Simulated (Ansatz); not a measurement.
ClSi, doublet, at a GFN2-xTB geometry of the parent state; BLYP/6-311G** (Ansatz, a quantum-chemistry and plane-wave program).

Input for Ansatz:
Ansatz 0.2 input:
```yaml
crystal:
  periodic: [false, false, false]
  atoms:
    - {symbol: Si, position_ang: [-0.00000000, -0.00000000, -1.05277662]}
    - {symbol: Cl, position_ang: [0.00000000, 0.00000000, 0.86699251]}
basis:
  gaussian:
    orbitals: 6-311G__.json
hamiltonian:
  xc: blyp
magnetization: {spin_polarized: true, initial_magnetization: 1}
```
The basis file holds 6-311G** in the JSON format of the Basis Set Exchange.

Task: What does Ansatz print? Leave out banner, timings and long lists.

Result: 
```
Functional definition: BLYP
460 factors; their error is unknown
mean field evaluation 1: about -20399.1276 eV, gradient 9.4e0 eV
mean field evaluation 2: about -20399.0208 eV, gradient 1.1e1 eV
mean field evaluation 4: about -20399.6088 eV, gradient 7.9e-1 eV
mean field evaluation 8: about -20399.5986 eV, gradient 8.8e-3 eV
mean field evaluation 16: about -20399.6037 eV, gradient 6.0e-2 eV
mean field -20399.59855696 eV, -749.6714196239 hartree, gradient 2.9e-5 eV, S^2 0.752084; 1 other end points of the search recorded, 0 dependent functions left out
reference -20399.59880086 eV, -749.6714285871 hartree; 16, 15 occupied and 38, 39 virtual orbitals, 460 factors
Total energy: -20399.59880086 eV, -749.6714285871 hartree
```
